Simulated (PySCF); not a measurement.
Calculation: PySCF 2.14.0 with B3LYP-D3(BJ)/def2-TZVP. Isolated molecules, 0 K electronic values unless said otherwise. B3LYP has the VWN-RPA correlation part, as in Gaussian. Excitations are Tamm–Dancoff values on a coarser integration grid. The basis has no diffuse functions, so Rydberg states are missing or too high.

Reference species (SMILES): `BrB(I)I` (neutral, multiplicity 1).

```
Quantity                                      Result
-------------------------------------------  -------
S1–T1 gap (TDA)                              0.14 eV
brightest of the four lowest singlets (TDA)  4.68 eV
```

Changed species: `BrB(Br)I` (1 of 3 Br replaced by I; the reference has 2 of 3 Br replaced by I).

Q: What does the change do to the S1–T1 gap (TDA) and brightest of the four lowest singlets (TDA)?

A: the S1–T1 gap (TDA) is nearly the same; the brightest of the four lowest singlets (TDA) rises by 0.32 eV, to 5.00 eV.
